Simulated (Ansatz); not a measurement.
Complex (SMILES): [H][H] (H2) with [SiH3][SiH3] (Si2H6), atoms 1 to 2 the first; geometry from B3LYP-D3(BJ)/def2-TZVP, monomers rigid:
```xyz
10

H      0.3397     0.0222     0.2902
H      0.6122     0.2666    -0.3576
Si     0.3200    -3.2284    -1.0917
Si     1.0226    -2.2141    -3.0850
H      0.1535    -4.6882    -1.2985
H      1.3218    -3.0132    -0.0199
H     -0.9775    -2.6616    -0.6511
H      1.2073    -0.7551    -2.8941
H      2.3113    -2.7989    -3.5296
H      0.0137    -2.4266    -4.1514
```

Basis-set convergence of the counterpoise-corrected interaction energy at CCSD(T) with Ansatz (a quantum-chemistry and plane-wave program). Cartesian d functions, on some or all atoms, in 6-311G**; all else is spherical. Cores are frozen. No added dispersion term, no relativity. Functions are those of the species that has most. Reference: Hartree-Fock in aug-cc-pV(Q+d)Z plus the correlation part extrapolated as X^-3 from aug-cc-pV(T+d)Z and aug-cc-pV(Q+d)Z, -0.51 kcal/mol. Deviations are taken from unrounded values.

| basis | functions | counterpoise-corrected interaction energy (kcal/mol) | minus reference (kcal/mol) |
|---|---|---|---|
| def2-SVP | 76 | 0.03 | 0.54 |
| 6-311G** | 102 | 0.04 | 0.55 |
| def2-TZVP | 122 | -0.03 | 0.47 |
| jun-cc-pV(T+d)Z | 208 | -0.28 | 0.23 |
| aug-cc-pV(T+d)Z | 294 | -0.45 | 0.05 |
| cc-pV(Q+d)Z | 368 | -0.40 | 0.11 |
| def2-QZVPPD | 416 | -0.43 | 0.08 |
| aug-cc-pV(Q+d)Z | 546 | -0.49 | 0.02 |
| cc-pV(5+d)Z | 640 | -0.46 | 0.05 |
